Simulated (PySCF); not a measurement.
Dipole response of Bi (bismuth, neutral)

[Xe] 4f14 5d10 6s2 6p3, high-spin 4S determinant. Computed with PySCF 2.14 in x2c-TZVPPall with one added diffuse shell each of s, p, d, f type (12s8p7d4f, 99 functions), with the spin-free X2C one-electron Hamiltonian (Gaussian nucleus). Coupled (time-dependent) response in atomic units; α is the mean over directions.

| method | mean α (bohr³) | C₆ (like pair) | S(−4) |
| --- | --- | --- | --- |
| UHF | 49.49 | 596.6 | 661.4 |
| PBE | 54.60 | 659.7 | 911.3 |

S(−4) is the Cauchy moment in α(ω) = α(0) + S(−4) ω² + …

Reference α: 48 ± 4 bohr³ (recommended; Schwerdtfeger and Nagle, table of static dipole polarizabilities (2023 update)). Published C₆: 513.0 (Gould and Bucko (2016)).

α(iu) at PBE:

```
u (hartree)  α(iu) (bohr³)
          0          54.60
     0.0500          52.44
      0.100          47.14
      0.200          34.90
      0.300          25.66
      0.500          15.37
      0.750          9.588
       1.00          6.745
       1.50          4.063
       2.00          2.802
       3.00          1.604
       5.00         0.7328
```

A single London oscillator, α(iu) = α/(1 + u²/ω²), gives C₆ = (3/4) ω α². Matching the computed C₆ needs ω = 4 × 659.7 / (3 × 54.60²) = 0.295 hartree.

Spin-orbit coupling, which splits the p, d and f shells strongly at this Z, is absent. Spin-orbit coupling is strong in this species (close to jj coupling), so the high-spin LS determinant is a model state, not a physical level.
